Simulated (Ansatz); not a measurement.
C24H20Ge⁻, that is tetraphenylgermane with one electron more. Total charge -1; doublet. Geometry PBE-D4/def2-SVP, that of the neutral singlet; atoms count from 1.

```xyz
45

C     1.1664   -1.7555    4.3015
C     0.1226   -0.8242    4.1812
C    -0.2300   -0.3239    2.9171
C     0.4565   -0.7454    1.7580
Ge    0.0001    0.0002    0.0005
C     0.9078    1.7232   -0.2444
C     1.1353    2.2374   -1.5392
C     1.7473    3.4891   -1.7163
C     2.1419    4.2421   -0.5989
C     1.9254    3.7394    0.6942
C     1.3140    2.4878    0.8689
C    -1.9437    0.2544   -0.0985
C    -2.8212   -0.6828    0.4884
C    -4.2128   -0.5261    0.3827
C    -4.7450    0.5728   -0.3105
C    -3.8827    1.5144   -0.8951
C    -2.4919    1.3561   -0.7876
C     0.5795   -1.2320   -1.4134
C     1.9170   -1.2296   -1.8646
C     2.3440   -2.1380   -2.8470
C     1.4363   -3.0595   -3.3933
C     0.1021   -3.0693   -2.9555
C    -0.3226   -2.1601   -1.9737
C     1.5000   -1.6846    1.8928
C     1.8544   -2.1857    3.1554
H     1.4425   -2.1499    5.2917
H    -0.4230   -0.4885    5.0770
H    -1.0592    0.3977    2.8328
H     0.8400    1.6496   -2.4238
H     1.9200    3.8777   -2.7322
H     2.6240    5.2224   -0.7366
H     2.2383    4.3251    1.5728
H     1.1569    2.0980    1.8878
H    -2.4142   -1.5431    1.0448
H    -4.8860   -1.2637    0.8471
H    -5.8359    0.6977   -0.3926
H    -4.2967    2.3802   -1.4351
H    -1.8236    2.1053   -1.2425
H     2.6351   -0.5025   -1.4515
H     3.3898   -2.1236   -3.1917
H     1.7693   -3.7706   -4.1651
H    -0.6138   -3.7873   -3.3855
H    -1.3743   -2.1692   -1.6441
H     2.0397   -2.0359    0.9983
H     2.6703   -2.9199    3.2456
```

Single mean-field runs in def2-TZVP are fitted with def2-universal-jkfit. The highest occupied level of the charge -1 doublet lies above zero (up to 1.39 eV). Energy differences disagree on whether the electron is bound (positive means bound): -0.26 eV (vertical, against the charge 0 singlet, at PBE0-D4/def2-TZVP), but 0.11 eV at PBE-D4/def2-TZVP.

Question: Estimate the Mulliken populations of the heavy atoms from the PBE0/def2-TZVP orbitals of Ansatz.

Answer: 
| atom | charge (e) | spin (α − β) |
| --- | --- | --- |
| C1 | -0.12 | 0.05 |
| C2 | -0.12 | -0.02 |
| C3 | -0.25 | 0.13 |
| C4 | 0.01 | 0.03 |
| Ge5 | 0.38 | 0.08 |
| C6 | 0.01 | 0.03 |
| C7 | -0.25 | 0.13 |
| C8 | -0.12 | -0.02 |
| C9 | -0.12 | 0.05 |
| C10 | -0.17 | 0.09 |
| C11 | -0.18 | -0.03 |
| C12 | 0.01 | 0.03 |
| C13 | -0.25 | 0.13 |
| C14 | -0.12 | -0.02 |
| C15 | -0.12 | 0.05 |
| C16 | -0.17 | 0.09 |
| C17 | -0.18 | -0.03 |
| C18 | 0.01 | 0.03 |
| C19 | -0.25 | 0.13 |
| C20 | -0.12 | -0.02 |
| C21 | -0.12 | 0.05 |
| C22 | -0.17 | 0.09 |
| C23 | -0.17 | -0.03 |
| C24 | -0.18 | -0.03 |
| C25 | -0.17 | 0.09 |
Mulliken values depend strongly on the basis.

Question: Where does the spin sit?

Answer: Summed by element: C 1.00, Ge 0.08, H -0.08, of 1 unpaired in all. Largest on single atoms: C7 0.13, C3 0.13, C13 0.13.

Question: And the Mayer bond orders between heavy atoms (over 0.3)?

Answer: C1–C2 1.44 (1.40 Å); C1–C25 1.33 (1.40 Å); C2–C3 1.38 (1.40 Å); C3–C4 1.29 (1.41 Å); C4–Ge5 0.93 (1.96 Å); C4–C24 1.42 (1.41 Å); Ge5–C6 0.93 (1.96 Å); Ge5–C12 0.93 (1.96 Å); Ge5–C18 0.93 (1.96 Å); C6–C7 1.29 (1.41 Å); C6–C11 1.42 (1.41 Å); C7–C8 1.38 (1.40 Å); C8–C9 1.44 (1.40 Å); C9–C10 1.33 (1.40 Å); C10–C11 1.43 (1.40 Å); C12–C13 1.29 (1.41 Å); C12–C17 1.42 (1.41 Å); C13–C14 1.38 (1.40 Å); C14–C15 1.44 (1.40 Å); C15–C16 1.33 (1.40 Å); C16–C17 1.43 (1.40 Å); C18–C19 1.29 (1.41 Å); C18–C23 1.42 (1.41 Å); C19–C20 1.38 (1.40 Å); C20–C21 1.44 (1.40 Å); C21–C22 1.33 (1.40 Å); C22–C23 1.43 (1.40 Å); C24–C25 1.43 (1.40 Å).
